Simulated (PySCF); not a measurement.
**Calculated NMR parameters of C[SiH2]/C(=C\[SiH3])C(F)F**

```yaml
Formula: C4H10F2Si2
SMILES: C[SiH2]/C(=C\[SiH3])C(F)F
Point_group_of_the_computed_structure: C1
Degrees_of_unsaturation: 1
Carbon_signals: 4
Proton_signals: 5
```

Atoms are numbered as in `[CH3:1][SiH2:2]/[C:3](=[CH:4]\[SiH3:5])[CH:6]([F:7])[F:8]`. Hydrogens are named by the atom that carries them.

Non-relativistic, isolated molecule, one computed conformer, equivalent nuclei averaged. Shieldings: GIAO PBE0/pcSseg-1; structure optimised with GFN2-xTB; PySCF.

Chemical shifts δ = σref − σ; TMS for 1H (σ = 31.72 ppm), 13C (σ = 186.93 ppm), 29Si (σ = 349.16 ppm); CFCl3 for 19F (σ = 170.95 ppm), all at this level.

| carbon | δC, type | δH (multiplicity) | HMBC from (2–3 bonds) | span of the C tensor (ppm) |
| --- | --- | --- | --- | --- |
| C1 | -5.7, CH3 | 0.41 (t) | H(Si2) | 11 |
| C3 | 165.2, C | – | H(C4), H(C6), H(Si2), H(Si5), H(C1) | 239 |
| C4 | 143.4, CH | 7.37 (m) | H(C6), H(Si2), H(Si5) | 252 |
| C6 | 122.3, CH | 6.49 (m) | H(C4), H(Si2) | 44 |

Other nuclei:
```csv
atoms,nucleus,environment,δ (ppm),σ (ppm)
H(Si2),1H,hydrogen on a silicon bonded to 2 C,4.44,27.28
H(Si5),1H,hydrogen on a silicon bonded to C,4.26,27.45
F7/F8,19F,fluorine of a CF2 group,-141.7,312.7
Si2,29Si,"silicon bonded to 2 C, 2 H",-55.8,405.0
Si5,29Si,"silicon bonded to C, 3 H",-84.7,433.9
```

- Carbon types of the structure: 1 × C, 2 × CH, 1 × CH3, leaving 5 H on heteroatoms.
- δC 165.2: fully substituted alkene carbon.
- δC 143.4: alkene CH; an sp2 carbon of a C=C bond.
- δC 122.3: allylic sp3 CH bonded to 2 F; 2 electronegative neighbours deshield it.
- δH 7.37: hydrogen on an alkene CH; olefinic region.
- δH 6.49: hydrogen on an allylic sp3 CH bonded to 2 F; its carbon carries F, an electronegative neighbour.

Splittings by 19F in the carbon and heteronuclear signals aren't shown, as no couplings were computed. Shifts are as computed. Against solution values, carbons near 30 ppm lie about +3 ppm off and those near 130 ppm about +5 ppm. Of 1211 compounds with measured shifts, 218 miss one by over three times the rms of a fit or turn the order of signals round; such compounds aren't used in these exercises. Unscaled 19F shifts against computed CFCl3 carry errors that often reach 10 to 50 ppm. No couplings were computed; multiplicities are counted from neighbouring protons, with m where these are inequivalent, close in shift, in a saturated or five-membered ring or joined by F or P, and br s for small geminal =CH2 splittings.
